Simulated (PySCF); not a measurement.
Atomic charges against the basis set

Species: Si4H10.
Numbering: `[SiH3:1][SiH:2]([SiH3:3])[SiH3:4]` (hydrogens: H5, H6, H7 on Si1; H8 on Si2; H9, H10, H11 on Si3; H12, H13, H14 on Si4)

PBE0 throughout (PySCF), one geometry, spherical d and f functions. Geometry: PBE0-D3(BJ)/def2-SVP; no solvent, vibrations or thermal averaging. Atoms taken as equivalent share a column and are averaged.

Mulliken charges (e):

```csv
basis,functions,Si1/Si3/Si4,Si2,H5 (×9),H8
STO-3G,46,+0.343,+0.140,-0.117,-0.114
6-31G,72,+0.314,-0.133,-0.083,-0.060
pcSseg-0,72,+0.153,-0.419,-0.012,+0.069
6-31G*,92,+0.184,-0.152,-0.043,-0.016
def2-SVP,122,+0.194,-0.204,-0.042,-0.003
cc-pVDZ,122,+0.106,-0.120,-0.022,+0.001
aug-cc-pVDZ,198,-0.941,-0.415,+0.312,+0.429
"6-311+G(2d,p)",200,+0.061,+0.213,-0.040,-0.034
def2-TZVP,208,+0.015,-0.004,-0.005,+0.001
IGLO-III,276,+0.534,-0.136,-0.146,-0.153
cc-pVTZ,276,+0.057,-0.054,-0.011,-0.020
pcSseg-2,312,+0.370,-0.122,-0.106,-0.036
```

IAO charges (e):

| basis | functions | Si1/Si3/Si4 | Si2 | H5 (×9) | H8 |
| --- | --- | --- | --- | --- | --- |
| STO-3G | 46 | +0.381 | +0.061 | -0.123 | -0.101 |
| 6-31G | 72 | +0.177 | -0.008 | -0.054 | -0.036 |
| pcSseg-0 | 72 | +0.151 | -0.076 | -0.041 | -0.009 |
| 6-31G* | 92 | +0.283 | +0.003 | -0.088 | -0.064 |
| def2-SVP | 122 | +0.294 | -0.007 | -0.090 | -0.064 |
| cc-pVDZ | 122 | +0.279 | +0.004 | -0.086 | -0.064 |
| aug-cc-pVDZ | 198 | +0.279 | +0.008 | -0.087 | -0.065 |
| 6-311+G(2d,p) | 200 | +0.304 | +0.007 | -0.094 | -0.071 |
| def2-TZVP | 208 | +0.310 | +0.007 | -0.096 | -0.072 |
| IGLO-III | 276 | +0.307 | +0.007 | -0.095 | -0.071 |
| cc-pVTZ | 276 | +0.298 | +0.006 | -0.092 | -0.069 |
| pcSseg-2 | 312 | +0.308 | +0.002 | -0.095 | -0.070 |

Hirshfeld charges (e):

```tsv
basis	functions	Si1/Si3/Si4	Si2	H5 (×9)	H8
STO-3G	46	+0.241	+0.123	-0.084	-0.087
6-31G	72	+0.187	+0.061	-0.062	-0.060
pcSseg-0	72	+0.197	+0.077	-0.067	-0.067
6-31G*	92	+0.195	+0.058	-0.065	-0.061
def2-SVP	122	+0.211	+0.085	-0.072	-0.072
cc-pVDZ	122	+0.207	+0.078	-0.070	-0.069
aug-cc-pVDZ	198	+0.205	+0.073	-0.069	-0.067
6-311+G(2d,p)	200	+0.209	+0.069	-0.070	-0.067
def2-TZVP	208	+0.206	+0.072	-0.069	-0.067
IGLO-III	276	+0.203	+0.087	-0.070	-0.070
cc-pVTZ	276	+0.205	+0.076	-0.069	-0.067
pcSseg-2	312	+0.208	+0.075	-0.070	-0.068
```

ESP-fitted charges (e):

```json
{"basis": "STO-3G", "functions": "46", "Si1/Si3/Si4": "+0.199", "Si2": "+0.053", "H5 (×9)": "-0.066", "H8": "-0.052"}
{"basis": "6-31G", "functions": "72", "Si1/Si3/Si4": "+0.196", "Si2": "+0.011", "H5 (×9)": "-0.061", "H8": "-0.045"}
{"basis": "pcSseg-0", "functions": "72", "Si1/Si3/Si4": "+0.156", "Si2": "-0.053", "H5 (×9)": "-0.045", "H8": "-0.012"}
{"basis": "6-31G*", "functions": "92", "Si1/Si3/Si4": "+0.118", "Si2": "+0.066", "H5 (×9)": "-0.042", "H8": "-0.044"}
{"basis": "def2-SVP", "functions": "122", "Si1/Si3/Si4": "+0.107", "Si2": "+0.048", "H5 (×9)": "-0.037", "H8": "-0.035"}
{"basis": "cc-pVDZ", "functions": "122", "Si1/Si3/Si4": "+0.070", "Si2": "+0.086", "H5 (×9)": "-0.029", "H8": "-0.039"}
{"basis": "aug-cc-pVDZ", "functions": "198", "Si1/Si3/Si4": "+0.114", "Si2": "+0.037", "H5 (×9)": "-0.039", "H8": "-0.029"}
{"basis": "6-311+G(2d,p)", "functions": "200", "Si1/Si3/Si4": "+0.099", "Si2": "+0.065", "H5 (×9)": "-0.036", "H8": "-0.035"}
{"basis": "def2-TZVP", "functions": "208", "Si1/Si3/Si4": "+0.102", "Si2": "+0.069", "H5 (×9)": "-0.037", "H8": "-0.037"}
{"basis": "IGLO-III", "functions": "276", "Si1/Si3/Si4": "+0.121", "Si2": "+0.002", "H5 (×9)": "-0.038", "H8": "-0.019"}
{"basis": "cc-pVTZ", "functions": "276", "Si1/Si3/Si4": "+0.116", "Si2": "+0.050", "H5 (×9)": "-0.040", "H8": "-0.035"}
{"basis": "pcSseg-2", "functions": "312", "Si1/Si3/Si4": "+0.136", "Si2": "+0.043", "H5 (×9)": "-0.046", "H8": "-0.037"}
```

Task: Which scheme is steadiest as the basis changes?

Result: Largest range over the bases for any column: Hirshfeld 0.06 e, ESP-fitted 0.14 e, IAO 0.23 e, Mulliken 1.48 e. Hirshfeld charges move least and Mulliken charges most, counted in e. Without the minimal STO-3G basis the ranges are Hirshfeld 0.03, ESP-fitted 0.14, IAO 0.16, Mulliken 1.48 e.

Task: How much do the charges still move between the two largest bases, cc-pVTZ and pcSseg-2?

Result: At most, over all atoms: Mulliken 0.313 e, IAO 0.010 e, Hirshfeld 0.004 e, ESP-fitted 0.021 e.

Task: What do the same runs give for the total energy, the frontier levels and the dipole moment?

Result: 
| basis | energy (Eh) | HOMO (eV) | LUMO (eV) | μ (D) |
| --- | --- | --- | --- | --- |
| STO-3G | -1150.0966 | -5.59 | 5.43 | 0.23 |
| 6-31G | -1163.2948 | -8.06 | 0.18 | 0.10 |
| pcSseg-0 | -1162.0714 | -8.52 | -0.03 | 0.06 |
| 6-31G* | -1163.3954 | -7.95 | 0.03 | 0.12 |
| def2-SVP | -1163.1038 | -8.06 | -0.08 | 0.13 |
| cc-pVDZ | -1163.4632 | -7.96 | -0.04 | 0.15 |
| aug-cc-pVDZ | -1163.4676 | -7.98 | -0.31 | 0.16 |
| 6-311+G(2d,p) | -1163.5077 | -8.00 | -0.32 | 0.17 |
| def2-TZVP | -1163.5076 | -7.99 | -0.29 | 0.18 |
| IGLO-III | -1163.5080 | -8.02 | -0.26 | 0.13 |
| cc-pVTZ | -1163.5186 | -7.99 | -0.22 | 0.16 |
| pcSseg-2 | -1163.5325 | -8.02 | -0.30 | 0.16 |

The dipole is fixed by the density alone, so its range of 0.17 D shows that the density itself changes with the basis, not only its division among atoms.
